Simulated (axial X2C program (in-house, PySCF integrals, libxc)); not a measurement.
What spin–orbit coupling does to PdAs

Calculated with an axial X2C code built on PySCF integrals. Spin-free means the one-electron spin-free X2C Hamiltonian; two-component (2c) means X2C with spin–orbit coupling and atomic mean-field two-electron Coulomb and Gaunt terms, so the difference of the two also holds small scalar two-electron terms. Basis: Pd dyall-cv3z [12s12p8d5f3g], As dyall-cv3z [9s9p6d4f1g] (cores contracted in-house); Gaussian nuclei, density fitting, unrestricted open shells. Masses: Pd 105.903 u, As 74.922 u.

Spin-free state: M_S = 3/2, Λ = 0 (beyond evenly filled blocks: σα, π+α, π-α); fragments Pd + As.

| level | Re (Å) | ωe (cm⁻¹) | De (eV) | μ (D) |
| --- | --- | --- | --- | --- |
| PBE0 | 2.269 | 265.3 | 1.893 | -2.11 |

Dipoles are positive if As is the positive end.

Two-component determinant lowest at the distance of the search:

Ω = 3/2 (⟨Sz⟩ = 1.50, ⟨Lz⟩ = 0.00 at PBE0); fragments Pd + As.

| level | Re (Å) | ωe (cm⁻¹) | De (eV) | μ (D) |
| --- | --- | --- | --- | --- |
| PBE0 | 2.271 | 264.0 | 1.887 | -2.12 |

(1) From the two tables, how do the constants change at the PBE0 level (2c against spin-free)?

The state is one determinant whose occupation by symmetry is held fixed; it was picked as the lowest of a PBE0 search that is not exhaustive. Dissociation energies refer to the lowest single-determinant-based atoms at the same level and basis. Density functionals use the spin component along the axis (collinear). Other states lie close and PBE0, whose exact exchange favours high spin, may order them wrongly; the determinant shown need not be the ground state. The nearest other spin-free determinant of the search, M_S = 1/2, Λ = 0, lies 0.26 eV up at the distance of the search. With several unpaired electrons one determinant need not be a pure state. This is the top spin component of a Σ state; components of lower Ω are not single determinants and can lie lower.

Results:

(1) At the PBE0 level Re goes up by 0.002 Å and ωe goes down by 1.3 cm⁻¹; De changes by -0.006 eV.
